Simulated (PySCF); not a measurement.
Can point charges reproduce the dipole moment of `C1CCC(/C=C/OC)C1`?

Coordinates (GFN2-xTB, Å) and charges (e) from the PBE0/pcSseg-1 density (PySCF):

```
atom       x       y       z  Mulliken      IAO  Hirshfeld  ESP-fitted
  C1   3.865  -0.039  -0.115   -0.0388  -0.2069    -0.0352     -0.1392
  O2   3.069  -1.022   0.501   -0.4802  -0.3294    -0.1175     -0.2908
  C3   1.733  -0.784   0.590   +0.2229  +0.0404    +0.0152     +0.2087
  C4   1.057   0.270   0.156   -0.2272  -0.2519    -0.0900     -0.6615
  C5  -0.422   0.463   0.289   -0.3042  -0.0998    -0.0237     +0.4329
  C6  -1.232  -0.709   0.840   -0.1872  -0.2636    -0.0717     -0.1464
  C7  -2.673  -0.321   0.506   -0.2011  -0.2620    -0.0689     -0.0436
  C8  -2.589   0.439  -0.831   -0.2086  -0.2695    -0.0695     -0.1365
  C9  -1.096   0.708  -1.071   -0.1816  -0.2621    -0.0719     -0.0973
 H10   4.888  -0.409  -0.076   +0.1303  +0.1614    +0.0533     +0.1197
 H11   3.800   0.915   0.419   +0.1053  +0.1324    +0.0409     +0.1057
 H12   3.572   0.114  -1.159   +0.1052  +0.1323    +0.0412     +0.1032
 H13   1.260  -1.611   1.099   +0.1013  +0.1538    +0.0487     +0.0792
 H14   1.562   1.085  -0.344   +0.0992  +0.1363    +0.0344     +0.1986
 H15  -0.600   1.340   0.925   +0.1258  +0.1291    +0.0346     -0.0186
 H16  -0.959  -1.622   0.310   +0.1172  +0.1265    +0.0341     +0.0614
 H17  -1.081  -0.864   1.907   +0.1267  +0.1345    +0.0377     +0.0244
 H18  -3.324  -1.192   0.442   +0.1158  +0.1357    +0.0367     +0.0262
 H19  -3.067   0.332   1.285   +0.1145  +0.1305    +0.0346     +0.0211
 H20  -3.149   1.373  -0.775   +0.1155  +0.1334    +0.0348     +0.0403
 H21  -3.012  -0.148  -1.646   +0.1173  +0.1352    +0.0358     +0.0527
 H22  -0.695  -0.004  -1.795   +0.1152  +0.1314    +0.0305     +0.0414
 H23  -0.912   1.713  -1.448   +0.1166  +0.1322    +0.0356     +0.0184
```

Question: Form Σ q r in debye for every column and set it beside the full dipole.

Answer: The full density gives (0.09, 0.98, -0.48) D, 1.09 D in size; dipole vectors point from the negative to the positive end.

| scheme | μx | μy | μz | size (D) | share of the full size (%) | angle to the full dipole (°) |
| --- | --- | --- | --- | --- | --- | --- |
| Mulliken | -0.53 | 0.97 | -0.94 | 1.45 | 132 | 31 |
| IAO | -0.09 | 1.24 | -0.64 | 1.40 | 128 | 8 |
| Hirshfeld | 0.29 | 0.36 | -0.18 | 0.49 | 45 | 31 |
| ESP-fitted | 0.07 | 0.99 | -0.53 | 1.12 | 103 | 2 |

Question: Which set comes closest?

Answer: Length of the difference vector: ESP-fitted 0.05 D, IAO 0.35 D, Hirshfeld 0.72 D, Mulliken 0.77 D. Closest: ESP-fitted. 

Question: What is left for the Hirshfeld atoms' own dipoles?

Answer: The shares of the density sum to the whole, so what Σ q r misses lies in dipoles about the nuclei. The atomic dipoles sum to (0.09, 0.98, -0.48) − (0.29, 0.36, -0.18) = (-0.20, 0.62, -0.30) D, 0.72 D in size.

Question: With the origin at the mean of the coordinates, (0.000, 0.001, 0.000) Å, which are the largest single terms, by size, of the Hirshfeld dipole along the direction of the full one?

Answer: O2 +0.50, H13 -0.43, C6 +0.38, H23 +0.36, C9 -0.35 D; all 23 atoms together +0.42 D. The single terms depend on the origin, their sum doesn't.

Question: Give the size of the full dipole in other units.

Answer: 1.09 D = 0.430 au = 0.228 e·Å = 3.65 × 10⁻³⁰ C·m.

The structure is a single GFN2-xTB conformer in the gas phase; no vibrational or solvent corrections.
